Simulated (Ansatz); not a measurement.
Born–Oppenheimer molecular dynamics of ClGaH3N (6 atoms, charge 0, multiplicity 1). It starts from a relaxed structure.

These are results of RKS revPBE/def2-SVP (Ansatz), not measurements.

```yaml
ensemble: NVT, Langevin thermostat
time_step: 1 fs
steps_asked: 300
set_temperature: 1500 K
friction: 0.01 /fs
seed: 453920
```

Frames 10 fs apart, positions in Å, forces in eV/Å.

Velocities at 20.0 fs (Å/ps):

```
Ga -1.80 -1.05 0.00
H -17.23 -8.99 5.20
Cl 9.64 -0.28 1.93
N 10.70 -3.17 -0.41
H -9.50 23.05 -20.98
H 31.23 59.18 -13.59
```

```xyz
6
Properties=species:S:1:pos:R:3:forces:R:3 time_fs=20.0 energy_less_start_eV=0.653 T=779
Ga -0.053 -0.027 0.090 -1.30 0.55 -3.79
H 0.177 -0.339 1.496 0.06 -0.48 1.78
Cl 1.829 0.356 -1.103 -0.68 -0.02 0.43
N -1.568 0.090 -1.207 4.12 0.34 1.45
H -2.503 -0.202 -1.015 -1.08 0.33 -0.06
H -1.274 0.840 -1.869 -1.12 -0.72 0.19
6
Properties=species:S:1:pos:R:3:forces:R:3 time_fs=30.0 energy_less_start_eV=0.611 T=755
Ga -0.069 -0.044 0.086 1.17 -0.11 0.24
H 0.068 -0.553 1.735 -0.19 0.42 -1.62
Cl 1.918 0.378 -1.102 -1.28 -0.22 0.95
N -1.432 0.087 -1.191 -0.36 2.31 -0.86
H -2.434 0.010 -0.965 0.10 -0.38 0.50
H -1.437 1.056 -1.703 0.56 -2.02 0.80
6
Properties=species:S:1:pos:R:3:forces:R:3 time_fs=40.0 energy_less_start_eV=0.645 T=642
Ga -0.061 -0.053 0.071 3.22 0.35 -1.01
H -0.160 -0.707 1.425 0.12 -0.35 0.87
Cl 1.954 0.360 -1.093 -1.18 -0.19 1.06
N -1.348 0.096 -1.145 -1.84 1.64 -0.84
H -2.162 -0.113 -0.527 -0.36 0.47 -0.95
H -1.466 1.049 -1.648 0.06 -1.92 0.87
6
Properties=species:S:1:pos:R:3:forces:R:3 time_fs=50.0 energy_less_start_eV=0.523 T=1110
Ga 0.006 -0.068 0.062 2.16 -0.56 0.54
H -0.084 -0.932 1.425 0.16 0.45 -0.46
Cl 1.936 0.325 -1.058 -0.67 -0.05 0.67
N -1.375 0.097 -1.037 -3.94 2.64 -2.04
H -2.289 -0.064 -0.530 0.82 -0.09 -0.41
H -1.677 0.957 -1.709 1.46 -2.40 1.70
6
Properties=species:S:1:pos:R:3:forces:R:3 time_fs=60.0 energy_less_start_eV=0.402 T=1097
Ga 0.095 -0.086 0.064 -1.58 -1.17 0.54
H 0.243 -1.012 1.388 -0.15 0.57 -0.41
Cl 1.900 0.294 -1.005 0.57 0.39 -0.43
N -1.498 0.114 -0.919 1.38 1.94 -2.20
H -2.509 -0.025 -0.757 0.55 0.14 0.24
H -1.326 0.791 -1.798 -0.77 -1.86 2.27
6
Properties=species:S:1:pos:R:3:forces:R:3 time_fs=70.0 energy_less_start_eV=0.519 T=826
Ga 0.148 -0.108 0.057 -3.12 -0.12 -0.66
H 0.370 -0.704 1.395 -0.01 -0.43 1.39
Cl 1.876 0.316 -1.005 1.48 0.54 -1.19
N -1.518 0.162 -0.839 0.37 -0.04 -2.51
H -2.538 -0.099 -0.728 1.48 0.14 0.46
H -1.386 0.268 -1.931 -0.21 -0.08 2.50
6
Properties=species:S:1:pos:R:3:forces:R:3 time_fs=80.0 energy_less_start_eV=0.311 T=1023
Ga 0.141 -0.121 0.069 0.28 -0.07 2.30
H 0.264 -0.311 1.710 -0.05 0.00 -0.99
Cl 1.886 0.343 -1.040 0.86 0.09 -0.60
N -1.429 0.170 -0.754 -1.97 -0.96 -0.80
H -2.287 -0.198 -0.202 1.46 0.60 -1.55
H -1.412 -0.060 -1.799 -0.59 0.34 1.64
6
Properties=species:S:1:pos:R:3:forces:R:3 time_fs=90.0 energy_less_start_eV=0.589 T=570
Ga 0.131 -0.111 0.100 3.08 0.32 0.80
H 0.236 -0.062 1.636 0.09 -0.25 0.45
Cl 1.881 0.380 -1.094 0.30 -0.18 -0.12
N -1.387 0.192 -0.671 -3.88 -1.11 -2.86
H -2.034 -0.167 0.066 -0.48 0.30 -0.86
H -1.726 -0.153 -1.671 0.89 0.93 2.59
6
Properties=species:S:1:pos:R:3:forces:R:3 time_fs=100.0 energy_less_start_eV=0.591 T=1060
Ga 0.153 -0.083 0.130 0.28 0.87 -0.72
H 0.330 0.086 1.679 0.01 -0.26 0.06
Cl 1.894 0.447 -1.153 -0.36 -0.35 0.26
N -1.517 0.226 -0.642 -2.04 -1.99 -2.49
H -2.220 -0.106 0.037 -0.08 0.24 0.33
H -2.009 -0.229 -1.589 2.19 1.50 2.57
6
Properties=species:S:1:pos:R:3:forces:R:3 time_fs=110.0 energy_less_start_eV=0.642 T=1019
Ga 0.174 -0.027 0.145 -1.90 1.03 -0.64
H 0.389 0.105 1.725 0.00 -0.24 -0.35
Cl 1.887 0.536 -1.172 -0.59 -0.40 0.28
N -1.693 0.190 -0.596 2.21 -0.85 -1.86
H -2.496 0.139 0.050 0.13 -0.39 -0.41
H -1.872 -0.145 -1.647 0.14 0.86 2.99
6
Properties=species:S:1:pos:R:3:forces:R:3 time_fs=120.0 energy_less_start_eV=0.762 T=1015
Ga 0.169 0.052 0.154 -1.99 0.42 -0.80
H 0.439 0.013 1.678 0.12 -0.07 0.29
Cl 1.884 0.613 -1.182 -0.85 -0.34 0.33
N -1.723 0.136 -0.505 0.99 -1.00 -2.80
H -2.718 -0.081 -0.245 1.23 0.03 0.87
H -1.780 -0.181 -1.565 0.50 0.97 2.11
6
Properties=species:S:1:pos:R:3:forces:R:3 time_fs=130.0 energy_less_start_eV=0.581 T=1114
Ga 0.140 0.136 0.140 -0.93 -0.28 0.23
H 0.435 -0.302 1.636 0.13 0.21 -0.14
Cl 1.868 0.679 -1.183 -0.83 -0.18 0.34
N -1.668 0.087 -0.500 0.71 -0.33 0.03
H -2.577 -0.249 0.029 2.41 0.55 -1.72
H -1.506 -0.061 -1.540 -1.50 0.03 1.26
```

Of the whole run (300 fs, mean temperature of the second half 1327 K): The mean temperature of the second half is 12 % below the set value. A run of 0.3 ps of so small a system gives no equilibrium averages.

Run time: 11 min on 1 thread of Arm Neoverse V1, with other jobs on the host, peak memory 0.14 GiB.
